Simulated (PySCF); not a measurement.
Two species compared at the same levels of theory.

First species: C7H15P.
SMILES: `CC(C)(C)P1CCC1`

Second species: C7H7F3S.
Atom-mapped SMILES: `[CH3:1][c:2]1[cH:3][s:4][c:5]([CH2:6][C:7]([F:8])([F:9])[F:10])[cH:11]1` (hydrogens: H12, H13, H14 on C1; H15 on C3; H16, H17 on C6; H18 on C11)

Geometry (GFN2-xTB, Å), atoms numbered from 1 in this order:
```xyz
18
C7H7F3S angstrom
C     -2.9513   -0.3124   -0.4384
C     -1.6635    0.2031    0.1109
C     -1.5039    1.4085    0.7181
S      0.1129    1.6875    1.2306
C      0.5998    0.1400    0.6227
C      2.0242   -0.3020    0.7148
C      2.7159   -0.1715   -0.6342
F      4.0012   -0.5578   -0.5716
F      2.7175    1.0856   -1.0934
F      2.1403   -0.9263   -1.5811
C     -0.4447   -0.5229    0.0590
H     -3.2172   -1.2518    0.0447
H     -3.7520    0.4045   -0.2780
H     -2.8553   -0.4997   -1.5071
H     -2.2461    2.1608    0.8983
H      2.0926   -1.3519    1.0108
H      2.5785    0.3114    1.4272
H     -0.3574   -1.4987   -0.3851
```

Levels: PBE0/pcSseg-1 for dipole moment, HOMO energy, LUMO energy and HOMO–LUMO gap; GFN2-xTB for rotational constant A and rotational constant C. Geometries: GFN2-xTB. All species are isolated and taken at one optimised geometry, non-relativistic unless stated. Electronic properties by PySCF.

The conformers computed, where there is a choice (atom-mapped SMILES and torsion angles):
- `[CH3:1][C:2]([CH3:3])([CH3:4])[P:5]1[CH2:6][CH2:7][CH2:8]1`: C1–C2–P5–C6 -161°
- `[CH3:1][c:2]1[cH:3][s:4][c:5]([CH2:6][C:7]([F:8])([F:9])[F:10])[cH:11]1`: S4–C5–C6–C7 -103°, C5–C6–C7–F8 180°

Values for the first species:

| Property | Result |
| --- | --- |
| Dipole moment | 1.32 D |
| HOMO energy | -6.25 eV |
| LUMO energy | 0.77 eV |
| HOMO–LUMO gap | 7.02 eV |
| Rotational constant A | 2.651 GHz |
| Rotational constant C | 1.262 GHz |

**Question.** Estimate the same properties for the second species, and the change in each.

**Answer.** 
```json
{"property": "dipole moment", "first": "1.32 D", "second": "2.38 D", "second less first": "+1.06 D"}
{"property": "HOMO energy", "first": "-6.25 eV", "second": "-6.85 eV", "second less first": "-0.60 eV"}
{"property": "LUMO energy", "first": "0.77 eV", "second": "-0.57 eV", "second less first": "-1.34 eV"}
{"property": "HOMO–LUMO gap", "first": "7.02 eV", "second": "6.28 eV", "second less first": "-0.74 eV"}
{"property": "rotational constant A", "first": "2.651 GHz", "second": "1.883 GHz", "second less first": "-0.768 GHz"}
{"property": "rotational constant C", "first": "1.262 GHz", "second": "0.494 GHz", "second less first": "-0.768 GHz"}
```

On the first: The dipole matches unit charges of opposite sign 0.27 Å apart (1 e·Å = 4.8032 D). A dipole of 1.32 D is allowed in Cs, and pure rotational transitions are dipole-allowed.

On the second: A dipole of 2.38 D is allowed in C1, and pure rotational transitions are dipole-allowed. In atomic units the dipole is 0.94 e·bohr (1 au = 2.5417 D).
